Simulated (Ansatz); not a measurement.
Born–Oppenheimer molecular dynamics of BClF2H2 (6 atoms, charge 0, multiplicity 1). It starts at the highest image of a converged band, a first-order saddle point between two minima.

Theory: RKS B3LYP-D4/def2-SVP in Ansatz.

```json
{
  "ensemble": "NVE (velocity Verlet)",
  "time step": "0.5 fs",
  "steps asked": "200",
  "starting velocities drawn for": "300 K",
  "seed": "5884"
}
```

First frame:

```xyz
6
Properties=species:S:1:pos:R:3
B 0.017 -0.283 0.042
Cl -0.001 0.152 2.114
F 1.164 0.133 -0.473
F -1.147 0.074 -0.481
H 0.050 -1.594 0.287
H 0.035 -1.152 1.238
```

Question: How far do the bonds stretch over the last three quarters of this one trajectory? (Pairs bonded in most of those frames.)

Answer: 
```
  bond  mean (Å)  spread (Å)  shortest  longest
 B1–F3     1.323       0.015      1.29     1.36
 B1–F4     1.321       0.013      1.29     1.34
 B1–H5     1.211       0.042      1.15     1.28
Cl2–H6     1.308       0.058      1.22     1.39
```

Mean temperature of the second half: 1928 K. The conserved energy stayed within 0.24 meV per atom of its start (net change -0.21 meV per atom), so the integration is sound. The kinetic energy rose, since the run started high on the potential surface and went downhill. It ends in pieces (BF2H + ClH), so much of that is their flight and rotation, not heat. A run of 0.1 ps of so small a system gives no equilibrium averages. The orbitals stay closed-shell, which can raise the energy where a bond breaks towards radicals; this wasn't checked here.

Time of the run: 5.6 min on 2 threads of Intel(R) Xeon(R) Platinum 8375C CPU @ 2.90GHz (Ice Lake) (shared host), peak memory 0.15 GiB.
